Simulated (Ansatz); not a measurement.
Compare A (`O[SiH]1CCO1`) with its isomer B (`O=C(O)C[SiH3]`).

Program: Ansatz. Geometries: PBE0-D4/def2-TZVP. ΔE: electronic, gas phase. CBS: MP2 limit from def2 TZ/QZ plus the TZ coupled-cluster correction, frozen cores. Functionals use def2-TZVPP. B3LYP here is the variant with VWN-RPA as its local correlation; programs differ in this. Each species was taken in one conformer, which may not be the lowest.

Question: Which isomer does CCSD(T)/CBS put lower? Give the gap. (Estimate.)

Answer: Computed: A, by 39.6 kcal/mol.

Question: Give E(B) − E(A) in kcal/mol with B2PLYP, PBE0-D4, B3LYP, CCSD/def2-TZVPP, PBE-D4, MP2/def2-TZVPP, ωB97M-V. (Best estimate.)

Answer: The calculation gave: B2PLYP 36.4, PBE0-D4 36.1, B3LYP 34.2, CCSD/def2-TZVPP 38.3, PBE-D4 32.6, MP2/def2-TZVPP 40.5, ωB97M-V 37.6. None reverses the order clearly.

Largest T1 diagnostic: 0.014.

In def2-TZVPP, CCSD(T) changes the Hartree–Fock value by +3.2 kcal/mol (the triples alone add −0.8 kcal/mol) and MP2 by +6.3 kcal/mol. From PBE to PBE0 (25 % exact exchange), in def2-TZVPP and without D4, E(B) − E(A) moves by +3.5 kcal/mol.
